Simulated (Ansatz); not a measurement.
Compare A (`FC1O[SiH2][SiH2]1`) with its isomer B (`O=C[SiH](F)[SiH3]`).

Program: Ansatz. Geometries: PBE0-D4/def2-TZVP. ΔE: electronic, gas phase. CCSD(T)/CBS is the MP2 limit (def2-TZVPP, def2-QZVPP) plus CCSD(T) − MP2 in def2-TZVPP, frozen cores. DFT in def2-TZVPP. B3LYP here is the variant with VWN-RPA as its local correlation; programs differ in this. One conformer a species, not always the lowest.

Which is lower in electronic energy at CCSD(T)/CBS, and by how much? (Best estimate.)

Computed: B, by 88.9 kJ/mol.

Give E(B) − E(A) in kJ/mol with PBE0-D4, MP2/def2-TZVPP, CCSD/def2-TZVPP, B3LYP-D4, HF/def2-TZVPP, CCSD(T)/def2-TZVPP, r2SCAN-D4. (An estimate is asked.)

The calculation gave: PBE0-D4 -73.3, MP2/def2-TZVPP -87.4, CCSD/def2-TZVPP -91.9, B3LYP-D4 -94.9, HF/def2-TZVPP -111.3, CCSD(T)/def2-TZVPP -89.9, r2SCAN-D4 -80.8. None reverses the order clearly.

Largest T1 diagnostic: 0.015.

From PBE to PBE0 (25 % exact exchange), in def2-TZVPP and without D4, E(B) − E(A) moves by +6.0 kJ/mol. In def2-TZVPP, CCSD(T) changes the Hartree–Fock value by +21.4 kJ/mol (the triples alone add +2.0 kJ/mol) and MP2 by +23.9 kJ/mol.
